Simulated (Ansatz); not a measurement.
Reaction (SMILES): Cl[Si]Br -> [Si]Cl + Br atom (the Br-Si bond at the site shown breaks; other sites are not compared here)
Structures are relaxed separately at B3LYP-D3(BJ)/def2-TZVP in Ansatz (a quantum-chemistry and plane-wave program). Unstable Hartree-Fock reference: Cl[Si]Br.

Quantity: bond dissociation energy (electronic energy difference), in eV. Valence correlation only, unless marked. UHF or UKS for open shells. Spin-orbit coupling is left out. The frozen core is the preceding noble-gas configuration, with the filled d and f shells of earlier blocks. No relativistic terms. CBS marks a two-point X^-3 extrapolation of the correlation energy; Hartree-Fock from the larger set. The bracket is a focal-point correction in the basis named.

```tsv
level	program	bond dissociation energy (eV)	minus last row
HF/def2-TZVPPD	Ansatz	2.66	-1.30
B3LYP-D4/def2-TZVPD	Ansatz + dftd4	3.85	-0.11
BHLYP/def2-TZVPD	Ansatz	3.59	-0.37
wB97X-V/def2-TZVPD	Ansatz	3.89	-0.07
PBE-QIDH/def2-TZVPD	Ansatz	3.91	-0.05
SCS-MP2/STO-3G	Ansatz	3.76	-0.20
SCS-MP2/def2-SVPD	Ansatz	3.63	-0.33
CCSD(T)/def2-TZVPPD	Ansatz	3.78	-0.18
RI-MP2/CBS(def2-TZVPP,def2-QZVPP)+[CCSD(T)-MP2]/def2-QZVPP	Ansatz	3.96	0.00
CCSD(T)/CBS(def2-TZVPP,def2-QZVPP)	Ansatz	3.96	0.00
```
